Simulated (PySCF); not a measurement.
## Assignment exercise: C6H13NSi

Geometry:
| atom | x (Å) | y (Å) | z (Å) |
| --- | --- | --- | --- |
| C1 | 1.682 | 1.712 | 0.612 |
| C2 | 1.643 | 0.398 | 0.436 |
| Si3 | 2.710 | -0.527 | -0.824 |
| C4 | 0.753 | -0.467 | 1.235 |
| N5 | -0.470 | -0.707 | 1.083 |
| C6 | -1.240 | -0.098 | 0.029 |
| C7 | -2.341 | 0.746 | 0.672 |
| C8 | -1.852 | -1.221 | -0.809 |
| H9 | 1.063 | 2.212 | 1.343 |
| H10 | 2.342 | 2.345 | 0.041 |
| H11 | 3.535 | -1.502 | -0.107 |
| H12 | 1.828 | -1.225 | -1.763 |
| H13 | 3.548 | 0.441 | -1.530 |
| H14 | 1.245 | -0.999 | 2.048 |
| H15 | -0.621 | 0.546 | -0.621 |
| H16 | -1.907 | 1.552 | 1.259 |
| H17 | -2.981 | 1.175 | -0.096 |
| H18 | -2.940 | 0.123 | 1.330 |
| H19 | -2.490 | -0.804 | -1.584 |
| H20 | -2.444 | -1.870 | -0.170 |
| H21 | -1.070 | -1.814 | -1.276 |

Theory: σ from GIAO-PBE0/pcSseg-1, structure optimised with GFN2-xTB, in PySCF 2.14 (equivalent nuclei averaged, non-relativistic, single conformer, in vacuum).

Chemical shifts δ = σref − σ; TMS for ¹³C (σ = 186.93 ppm), ¹H (σ = 31.72 ppm), all at this level.

Q: Assign these signals to the numbered atoms. ¹³C{¹H} NMR (computed): δ 165.8, 153.2, 137.3, 55.2, 27.3.

A: 
| δ (ppm) | atoms | environment | reason |
| --- | --- | --- | --- |
| 165.8 | C4 | C=N carbon | – |
| 153.2 | C2 | fully substituted alkene carbon | the olefinic region |
| 137.3 | C1 | terminal =CH2 carbon | as expected for a trigonal carbon in a double bond |
| 55.2 | C6 | sp3 CH bonded to N | the inductive effect lowers its shielding |
| 27.3 | C7/C8 | methyl carbon | a saturated carbon with 1 carbon neighbour and no heteroatom attached |

Q: Assign these signals to the numbered atoms. ¹H NMR (300 MHz, computed): δ 8.22 (s, 1H), 6.08 (m, 1H), 5.93 (m, 1H), 4.20 (s, 3H), 3.94 (sept, 1H), 1.20 (d, 6H).

A: 
```tsv
δ (ppm)	atoms	environment	reason
8.22	H14	hydrogen on a C=N carbon	–
6.08	H10	hydrogen on a terminal =CH2 carbon	attached to an sp2 carbon and in the plane of the double bond
5.93	H9	hydrogen on a terminal =CH2 carbon	–
4.20	H11/H12/H13	hydrogen on a silicon bonded to C	–
3.94	H15	hydrogen on an sp3 CH bonded to N	its carbon carries N, hence the downfield position
1.20	H16/H17/H18/H19/H20/H21	hydrogen on a methyl carbon	–
```

Shifts are as computed. Against solution values, carbons near 30 ppm lie about +3 ppm off and those near 130 ppm about +5 ppm. Of 1211 compounds with measured shifts, 218 miss one by over three times the rms of a fit or turn the order of signals round; such compounds aren't used in these exercises. Multiplicities follow the n + 1 count of equivalent neighbours, as no J values were calculated; m marks all less simple cases, F and P coupling included.
